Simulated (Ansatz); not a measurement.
`BSC#C` + `N=C(O)[SiH3]` → `B/N=C(/O)[SiH3]` + `C#CS`  (ligand exchange at a B–S bond)

Gas-phase electronic energies from Ansatz, PBE0-D4/def2-TZVP geometries. CCSD(T)/CBS adds triple-zeta CCSD(T) − MP2 to the extrapolated MP2 energy (def2 sets, frozen cores). This one scheme is used for every species. DFT in def2-TZVPP. One conformer a species, not always the lowest.

`BSC#C`:

Z-matrix (Å, degrees):
```
B
C 1 1.766
C 1 1.836 2 40.2
S 1 2.008 2 50.8 3 180.0
H 1 1.191 2 116.8 3 -85.7
H 1 1.191 2 116.8 3 85.7
H 3 1.067 1 131.1 2 -180.0
```

`N=C(O)[SiH3]`:

```xyz
9

N    -1.288    0.792   -0.820
C    -0.588    0.299    0.111
O    -1.028    0.372    1.381
Si    1.092   -0.578   -0.036
H    -0.850    0.673   -1.728
H    -1.882    0.832    1.354
H     1.439   -0.596   -1.479
H     2.119    0.169    0.731
H     0.986   -1.963    0.486
```

`B/N=C(/O)[SiH3]`:

Cartesian coordinates in Å:
```
B -1.510 1.562 0.524
N -0.744 0.598 -0.056
C 0.004 -0.284 -0.513
O -0.159 -0.819 -1.748
Si 1.483 -1.017 0.431
H -2.467 1.238 1.170
H -1.220 2.714 0.364
H -0.926 -0.396 -2.161
H 1.276 -2.478 0.586
H 1.542 -0.347 1.749
H 2.721 -0.770 -0.348
```

`C#CS`:

Cartesian coordinates in Å:
```
C -0.988 -0.559 0.524
C -0.045 0.105 0.179
S 1.251 1.108 -0.187
H -1.821 -1.153 0.819
H 1.603 0.499 -1.334
```

CCSD(T)/CBS gives -45.4 kJ/mol.

**Question.** Another level gave -38.0 kJ/mol. Which?
A. MP2/def2-TZVPP
B. SCS-MP2/def2-TZVPP
C. CAM-B3LYP/def2-TZVPP
D. PBE0-D4/def2-TZVPP

**Answer.** D. PBE0-D4 -38.0, MP2/def2-TZVPP -29.5, SCS-MP2/def2-TZVPP -46.0, CAM-B3LYP -72.9 kJ/mol.

Largest T1 diagnostic among the species: 0.015.

From BLYP to BHLYP (50 % exact exchange), in def2-TZVPP and without D4, ΔE moves by −3.3 kJ/mol. In def2-TZVPP, CCSD(T) changes the Hartree–Fock value by +57.6 kJ/mol (the triples alone add +11.6 kJ/mol) and MP2 by +73.9 kJ/mol.
